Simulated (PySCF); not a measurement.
## How methods differ on the excitation energy of C²⁺

C²⁺ [He] 2s2 (1S) → C²⁺ [He] 2p2 (3P), as a difference of total energies. Calculation: PySCF 2.14, in ANO-RCC-VTZP (4s3p2d1f, 30 functions); scalar relativity by spin-free X2C-1e. Correlated levels: valence: 1s2 frozen; valence and next inner shell: nothing frozen. The calculations carry no spin-orbit coupling.

| method | excitation energy (eV) |
| --- | --- |
| UHF | 15.405 |
| LDA | 13.953 |
| PBE | 14.063 |
| PBE0 | 14.577 |
| r2SCAN | 14.130 |
| wB97M-V | 15.061 |
| BP86 | 14.188 |
| BHandHLYP | 15.245 |
| revPBE | 14.154 |
| MP2 (valence) | 16.386 |
| SCS-MP2 (valence) | 16.751 |
| MP2 (valence and next inner shell) | 16.326 |
| SCS-MP2 (valence and next inner shell) | 16.712 |

Question: How much does correlation contribute at MP2 (valence and next inner shell)?

Answer: 16.326 − (15.405) = 0.921 eV, measured against UHF.

A first-order spin-orbit estimate (lowest level to lowest level, LS coupling) adds -0.007 eV.

The basis was made for the ground configuration and has no added diffuse functions, so the excitation energy can come out too high.
